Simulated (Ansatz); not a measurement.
```yaml
crystal:
  periodic: [false, false, false]
  atoms:
    - {symbol: N, position_ang: [-1.093963, 0.720270, -0.578885]}
    - {symbol: Si, position_ang: [-0.507928, -0.143059, 0.626441]}
    - {symbol: C, position_ang: [1.166454, -0.365599, 0.238013]}
    - {symbol: O, position_ang: [1.291517, -0.665450, -1.026136]}
    - {symbol: H, position_ang: [-1.947734, 0.533441, -0.887429]}
    - {symbol: H, position_ang: [-0.935467, 1.633934, -0.611711]}
    - {symbol: H, position_ang: [-1.194539, -1.324835, 0.604434]}
    - {symbol: H, position_ang: [-0.635984, 0.436337, 1.865384]}
    - {symbol: H, position_ang: [1.698883, 0.464327, 0.472278]}
    - {symbol: H, position_ang: [1.564613, -1.117537, 0.776396]}
    - {symbol: H, position_ang: [0.654224, -0.224177, -1.460110]}
basis:
  gaussian: {orbitals: cc-pVTZ-DK, fitting: {mean_field: cc-pVTZ-jkfit}, final_grid: {core_spheres: 5, valence_spheres: 4, degree: 11}}
magnetization: {spin_polarized: true, initial_magnetization: 1}
hamiltonian: {xc: {name: B2GP-PLYP}}
output: {forces: true}
```

```sh
$ ansatz run in.yaml --threads 2 --pin off --events-out ev --progress --plain --max-ram 4352MiB
```

Problem. How does Ansatz answer? (Estimate.)

Solution. The calculation gave: The program refused the input.
```
Error: a molecule whose nuclei and cores have a total charge of 42 cannot have a net charge of 0 together with 1 unpaired electrons
```
